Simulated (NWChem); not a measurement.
System: C2H5ClOSi; SMILES C=C[Si@H](O)Cl

NWChem input:

```
start job
memory heap 200 mb stack 900 mb global 1100 mb
geometry units angstroms noautoz
  C      0.560014     2.476682     0.349861
  C      0.911135     1.297549    -0.180907
  Si    -0.327185    -0.056448    -0.485303
  O     -1.765253     0.239629     0.280749
  Cl     0.528336    -1.841258     0.190156
  H     -0.468249     2.694599     0.632818
  H      1.279162     3.275699     0.523339
  H      1.956027     1.133012    -0.447931
  H     -0.675935    -0.258323    -1.905106
  H     -1.745476     0.291356     1.247266
end
basis spherical
  C library 6-31g*
  Si library 6-31g*
  O library 6-31g*
  Cl library 6-31g*
  H library 6-31g*
end
dft
  xc xwpbe 1.00 cpbe96 1.0 hfexch 1.00
  cam 0.1 cam_alpha 0.0 cam_beta 1.0
  iterations 150
  vectors input atomic output neutral.movecs
end
task dft energy
charge 1
dft
  odft
  mult 2
  vectors input atomic output cation.movecs
end
task dft energy
```

Geometry: optimised at B3LYP/6-31G* (spherical d).

Ions are spin-unrestricted doublets at the neutral geometry; other ion states weren't tried. Functional: LC-ωPBE (HJS hole) with 6-31G*; the question gives the range parameter ω in 1/bohr.

Give the results of this calculation. (LC-wPBE (HJS exchange hole, range parameter 0.1 per bohr)/6-31G* (spherical d), vertical spin-unrestricted ions.) Quantities: vertical ionisation energy, ΔSCF (eV); −ε(HOMO) (eV).


```
Item                                   Value
-------------------------------------  -----
vertical ionisation energy, ΔSCF (eV)  10.09
−ε(HOMO) (eV)                           8.48
```
